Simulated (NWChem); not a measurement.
System: Sr

NWChem input:

```
start job
memory heap 200 mb stack 900 mb global 1100 mb
geometry units angstroms noautoz
  Sr     0.000000     0.000000     0.000000
end
basis spherical
  * library def2-svp
end
ecp
  Sr library def2-ecp
end
dft
  xc xperdew91 perdew91
  iterations 150
  mulliken
end
task dft energy
```

Excerpt of the output:

```
             Northwest Computational Chemistry Package (NWChem) 7.3.0
             --------------------------------------------------------

                             Geometry "geometry" -> ""
                             -------------------------

 Output coordinates in angstroms (scale by  1.889725989 to convert to a.u.)

  No.       Tag          Charge          X              Y              Z
 ---- ---------------- ---------- -------------- -------------- --------------
    1 Sr                  38.0000     0.00000000     0.00000000     0.00000000

 Effective nuclear repulsion energy (a.u.)       0.0000000000

 Summary of "ao basis" -> "ao basis" (spherical)
 ------------------------------------------------------------------------------
       Tag                 Description            Shells   Functions and Types
 ---------------- ------------------------------  ------  ---------------------
 Sr                         def2-svp                 9       23   4s3p2d

            General Information
            -------------------
          SCF calculation type: DFT
          Wavefunction type:  closed shell.
          No. of atoms     :     1
          No. of electrons :    10
           Alpha electrons :     5
            Beta electrons :     5
          Charge           :     0
          Spin multiplicity:     1
          Use of symmetry is: off; symmetry adaption is: off
          Maximum number of iterations: 150
          AO basis - number of functions:    23
                     number of shells:     9
          Convergence on energy requested:  1.00D-06
          Convergence on density requested:  1.00D-05
          Convergence on gradient requested:  5.00D-04

              XC Information
              --------------
                 Perdew 1991   Exchange Functional  1.000
                Perdew 1991 Correlation Functional  1.000 non-local
            Perdew 1991 LDA Correlation Functional  1.000 local

             Grid Information
             ----------------
          Grid used for XC integration:  medium
          Radial quadrature: Mura-Knowles
          Angular quadrature: Lebedev.
          Tag              B.-S. Rad. Rad. Pts. Rad. Cut. Ang. Pts.
          ---              ---------- --------- --------- ---------
          Sr                  2.00      123          10.0       590
          Grid pruning is: on
          Number of quadrature shells:   123
          Spatial weights used:  Erf1

      Superposition of Atomic Density Guess
      -------------------------------------

 Sum of atomic energies:         -34.88064279

      Non-variational initial energy
      ------------------------------

 Total energy =     -30.338782
 1-e energy   =     -49.790785
 2-e energy   =      19.452003
 HOMO         =      -0.180974
 LUMO         =       0.030123

     ---------------------------------------------
      Total Density - Mulliken Population Analysis
     ---------------------------------------------

    Atom       Charge   Shell Charges
 -----------   ------   -------------------------------------------------------
    1 Sr  10    10.00   0.75  1.21  0.91  1.12  5.85  0.15  0.00  0.00  0.00

   convergence    iter        energy       DeltaE   RMS-Dens  Diis-err
 ---------------- ----- ----------------- --------- --------- ---------
 d= 0,ls=0.0,diis     1    -30.6909152043 -3.07D+01  3.63D-02  1.33D-02
 d= 0,ls=0.0,diis     2    -30.6930993204 -2.18D-03  6.58D-03  3.78D-04
 d= 0,ls=0.0,diis     3    -30.6932057284 -1.06D-04  1.31D-03  3.92D-05
 d= 0,ls=0.0,diis     4    -30.6932160726 -1.03D-05  3.41D-05  8.16D-09
 d= 0,ls=0.0,diis     5    -30.6932160761 -3.44D-09  6.25D-07  4.22D-12

         Total DFT energy =      -30.693216076057
      One electron energy =      -49.971146860991
           Coulomb energy =       23.513770124572
    Exchange-Corr. energy =       -4.235839339639
 Nuclear repulsion energy =        0.000000000000

 Numeric. integr. density =       10.000000039213

                       DFT Final Molecular Orbital Analysis
                       ------------------------------------

 Vector    3  Occ=2.000000D+00  E=-8.514447D-01
              MO Center=  4.8D-09, -4.5D-17,  1.9D-16, r^2= 8.0D-01
   Bfn.  Coefficient  Atom+Function         Bfn.  Coefficient  Atom+Function
  ----- ------------  ---------------      ----- ------------  ---------------
     7      0.961590  1 Sr pz                 6      0.158364  1 Sr py
    10      0.043826  1 Sr pz

 Vector    4  Occ=2.000000D+00  E=-8.514447D-01
              MO Center=  4.8D-09,  3.3D-15, -4.6D-16, r^2= 8.0D-01
   Bfn.  Coefficient  Atom+Function         Bfn.  Coefficient  Atom+Function
  ----- ------------  ---------------      ----- ------------  ---------------
     6      0.961590  1 Sr py                 7     -0.158364  1 Sr pz
     9      0.043826  1 Sr py

 Vector    5  Occ=2.000000D+00  E=-1.303944D-01
              MO Center= -4.6D-07,  1.8D-15,  7.7D-15, r^2= 6.0D+00
   Bfn.  Coefficient  Atom+Function         Bfn.  Coefficient  Atom+Function
  ----- ------------  ---------------      ----- ------------  ---------------
     3      0.749049  1 Sr s                  2     -0.491289  1 Sr s
     4      0.458459  1 Sr s                  1     -0.130399  1 Sr s

 Vector    6  Occ=0.000000D+00  E=-4.675788D-02
              MO Center=  2.0D-22, -1.6D-13,  1.4D-13, r^2= 4.4D+00
   Bfn.  Coefficient  Atom+Function         Bfn.  Coefficient  Atom+Function
  ----- ------------  ---------------      ----- ------------  ---------------
    15      0.818134  1 Sr d -1              20      0.328845  1 Sr d -1

 Vector    7  Occ=0.000000D+00  E=-4.675788D-02
              MO Center= -8.7D-20, -2.9D-13, -6.9D-13, r^2= 4.4D+00
   Bfn.  Coefficient  Atom+Function         Bfn.  Coefficient  Atom+Function
  ----- ------------  ---------------      ----- ------------  ---------------
    16      0.708525  1 Sr d  0              18      0.409067  1 Sr d  2
    21      0.284788  1 Sr d  0              23      0.164422  1 Sr d  2

 Vector    8  Occ=0.000000D+00  E=-4.675787D-02
              MO Center= -2.1D-05,  2.9D-13,  7.0D-13, r^2= 4.4D+00
   Bfn.  Coefficient  Atom+Function         Bfn.  Coefficient  Atom+Function
  ----- ------------  ---------------      ----- ------------  ---------------
    17      0.765958  1 Sr d  1              22      0.307873  1 Sr d  1
    14      0.287494  1 Sr d -2              19      0.115557  1 Sr d -2

     ---------------------------------------------
      Total Density - Mulliken Population Analysis
     ---------------------------------------------

    Atom       Charge   Shell Charges
 -----------   ------   -------------------------------------------------------
    1 Sr  10    10.00   0.76  1.20  1.22  0.82  5.84  0.16 -0.00  0.00  0.00

     -------------------------------------------
      Total Density - Lowdin Population Analysis
     -------------------------------------------

    Atom       Charge   Shell Charges
 -----------   ------   -------------------------------------------------------
    1 Sr  10    10.00   0.86  1.11  1.02  1.01  5.34  0.64  0.03  0.00  0.00
```

Level: PW91/def2-SVP with def2 effective core potentials on Sr. def2 effective core potentials on Sr; no spin-orbit coupling.
